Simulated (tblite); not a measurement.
Species: C6H15OPSi.
Atom-mapped SMILES: `[CH3:1][CH2:2][Si@H:3]1[CH2:4][CH2:5][P@H:6](=[O:7])[CH2:8][CH2:9]1` (hydrogens: H10, H11, H12 on C1; H13, H14 on C2; H15 on Si3; H16, H17 on C4; H18, H19 on C5; H20 on P6; H21, H22 on C8; H23, H24 on C9)

Computed geometry: GFN2-xTB, gas phase.

Q: Give the optimised bond lengths and angles.

A: 
```json
{"bond": "C1–C2", "length (Å)": "1.522"}
{"bond": "C2–Si3", "length (Å)": "1.901"}
{"bond": "Si3–C4, Si3–C9", "length (Å)": "1.902"}
{"bond": "C4–C5, C8–C9", "length (Å)": "1.519"}
{"bond": "C5–P6, P6–C8", "length (Å)": "1.823"}
{"bond": "P6=O7", "length (Å)": "1.465"}
{"bond": "C1–H10, C1–H11, C1–H12", "length (Å)": "1.087"}
{"bond": "C2–H13, C2–H14", "length (Å)": "1.090"}
{"bond": "Si3–H15", "length (Å)": "1.477"}
{"bond": "C4–H16, C9–H23", "length (Å)": "1.091"}
{"bond": "C4–H17, C9–H24", "length (Å)": "1.092"}
{"bond": "C5–H18, C8–H21", "length (Å)": "1.096"}
{"bond": "C5–H19, C8–H22", "length (Å)": "1.095"}
{"bond": "P6–H20", "length (Å)": "1.400"}
```

Bonds in one row agree within 0.01 Å and their mean is given. A selection of angles:
```json
{"angle": "C2–C1–H10", "degrees": "110.5"}
{"angle": "H10–C1–H11", "degrees": "108.2"}
{"angle": "C1–C2–Si3", "degrees": "112.8"}
{"angle": "C1–C2–H13", "degrees": "109.0"}
{"angle": "Si3–C2–H13", "degrees": "109.2"}
{"angle": "H13–C2–H14", "degrees": "106.4"}
{"angle": "C2–Si3–C4", "degrees": "109.1"}
{"angle": "C2–Si3–C9", "degrees": "110.7"}
{"angle": "C2–Si3–H15", "degrees": "110.9"}
{"angle": "C4–Si3–C9", "degrees": "109.3"}
{"angle": "C4–Si3–H15", "degrees": "108.5"}
{"angle": "Si3–C4–C5", "degrees": "110.8"}
{"angle": "Si3–C4–H16", "degrees": "110.9"}
{"angle": "Si3–C4–H17", "degrees": "110.2"}
{"angle": "C5–C4–H16", "degrees": "109.5"}
{"angle": "C5–C4–H17", "degrees": "108.8"}
{"angle": "H16–C4–H17", "degrees": "106.5"}
{"angle": "C4–C5–P6", "degrees": "112.8"}
{"angle": "C4–C5–H18", "degrees": "112.5"}
{"angle": "C4–C5–H19", "degrees": "111.6"}
{"angle": "P6–C5–H18", "degrees": "106.1"}
{"angle": "P6–C5–H19", "degrees": "106.3"}
{"angle": "H18–C5–H19", "degrees": "107.1"}
{"angle": "C5–P6–O7", "degrees": "114.1"}
{"angle": "C5–P6–C8", "degrees": "107.9"}
{"angle": "C5–P6–H20", "degrees": "102.9"}
{"angle": "O7–P6–H20", "degrees": "113.9"}
```

Dihedral angles: C1–C2–Si3–C4 178° (antiperiplanar); C2–Si3–C4–C5 172° (antiperiplanar); Si3–C4–C5–P6 -58° (synclinal); C4–C5–P6–O7 -171° (antiperiplanar); C5–P6–C8–C9 -61° (synclinal); P6–C8–C9–Si3 57° (synclinal); C2–Si3–C9–C8 -171° (antiperiplanar).

All 3 C–Si bonds measure 1.901 to 1.903 Å. Si3 (SiH silicon) is tetrahedral (angles from 108.2° to 110.9°). P6 (phosphoryl phosphorus) is distorted tetrahedral (angles from 102.9° to 114.1°). The 6-membered ring Si3–C4–C5–P6–C8–C9 has internal angles of 107.9° to 113.0°; it is puckered, 0.27 Å rms from its mean plane, widest ring torsion 61°.

Point group: C1 (no symmetry element, even within 0.4 Å). Its GFN2-xTB frequencies are all real (lowest 41 cm⁻¹). The numbers are those of one conformer.
